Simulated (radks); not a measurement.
Charge is removed step by step from the 5s1/2 level of the xenon ion Xe3+, starting from [Kr] 4d10 5s2 5p3. Calculated with a radial shooting solver on a logarithmic mesh with Libxc functionals: Dirac Kohn-Sham, PBE, spin-unpolarised, spherical densities, finite nucleus; open shells fill j = l - 1/2 first; Fermi nuclear charge, rms radius 4.7859 fm.

removed (e)  E - E(0) (eV)  eigenvalue (eV)  E minus straight line (eV)
0                    0.000          -50.002                       0.000
0.125                6.344          -51.504                      -0.666
0.25                12.876          -53.015                      -1.144
0.375               19.598          -54.534                      -1.433
0.5                 26.510          -56.061                      -1.531
0.625               33.614          -57.596                      -1.438
0.75                40.909          -59.138                      -1.152
0.875               48.399          -60.689                      -0.673
1                   56.082          -62.247                       0.000

Removing the whole electron costs 56.082 eV by Delta-SCF, against 50.002 eV from minus the eigenvalue at the starting occupation. Slater's transition state (half an electron removed) gives 56.061 eV. Integrating minus the eigenvalue over the occupation (Janak's theorem) gives 56.082 eV. The mean slope of the eigenvalue, de/dn, is 12.2 eV per electron.
